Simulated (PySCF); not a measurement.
Compound: C6H12OS.
SMILES: `O=S1CCCCCC1`

The closed-shell ground state was solved at several levels (PySCF, density fitting, gas phase, non-relativistic). The structure is a single PBE0-D3(BJ)/def2-SVP conformer in the gas phase; no vibrational or solvent corrections.

| level | basis functions | HOMO (eV) | LUMO (eV) | gap (eV) | dipole (D) |
| --- | --- | --- | --- | --- | --- |
| CAM-B3LYP/def2-SVPD | 266 | -7.85 | 1.05 | 8.90 | 5.05 |
| PBE0/pcSseg-1 | 203 | -6.34 | 0.75 | 7.09 | 4.71 |

What might wB97X-D/pcSseg-1 (203 basis functions) give for the same quantities?

HOMO -8.21 eV, LUMO 2.56 eV, gap 10.77 eV, dipole 4.82 D.

Over all these levels, which gives the widest orbital gap and which the narrowest?

wB97X-D/pcSseg-1 (range-separated hybrid) has the widest, 10.77 eV, and PBE0/pcSseg-1 (global hybrid, 25 % exact exchange) the narrowest, 7.09 eV. The two share the basis. From the narrowest to the widest the HOMO moves by -1.87 eV and the LUMO by +1.81 eV.

How far do the dipole and the HOMO energy spread over the levels?

The dipole runs from 4.71 to 5.05 D (mean 4.86 D) and the HOMO from -8.21 to -6.34 eV.
